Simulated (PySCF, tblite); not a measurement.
Isomers of C3H11NSSi2. Computed values, GFN2-xTB/tblite, gas phase, harmonic and unscaled. The method is semi-empirical: single wavenumbers can be off by several per cent or more. Modes of hydrogen on silicon and sulfur can be 10 to 20 % off. One conformer each.

Electronic energies: PBE0/pcSseg-1 single points on the GFN2-xTB geometries (PySCF, gas phase).

```json
{"SMILES": "CS[Si@@H]1NCC[SiH2]1", "electronic energy, lowest = 0 (kJ/mol)": "21.5"}
{"SMILES": "C=C([SiH2][SiH2]N)SC", "electronic energy, lowest = 0 (kJ/mol)": "164.0"}
{"SMILES": "C=CC[Si@H](S)N[SiH3]", "electronic energy, lowest = 0 (kJ/mol)": "0.0"}
```

Question: How do GFN2-xTB zero-point energies change the relative energies?

Answer: 
```tsv
SMILES	ZPE (kJ/mol)	of it from modes above 1550 cm⁻¹	electronic (kJ/mol)	with ZPE, lowest = 0 (kJ/mol)	lowest mode (cm⁻¹)	rings
C=CC[Si@H](S)N[SiH3]	332.2	190.8	0.0	0.0	30	0
CS[Si@@H]1NCC[SiH2]1	353.3	184.4	21.5	42.6	40	1
C=C([SiH2][SiH2]N)SC	334.2	195.0	164.0	166.0	13i	0
```

The zero-point energies span 21.1 kJ/mol, from `C=CC[Si@H](S)N[SiH3]` to `CS[Si@@H]1NCC[SiH2]1`. Slightly imaginary modes are left out of the zero-point energy: `C=C([SiH2][SiH2]N)SC` 12.9i cm⁻¹. The order is unchanged.

Question: And how do the electronic energies of GFN2-xTB itself compare?

Answer: `C=CC[Si@H](S)N[SiH3]` 0.0; `CS[Si@@H]1NCC[SiH2]1` 35.4; `C=C([SiH2][SiH2]N)SC` 207.9 kJ/mol, lowest = 0. Against the energies above, taken from the same isomer `C=CC[Si@H](S)N[SiH3]`, the largest difference is 43.9 kJ/mol.
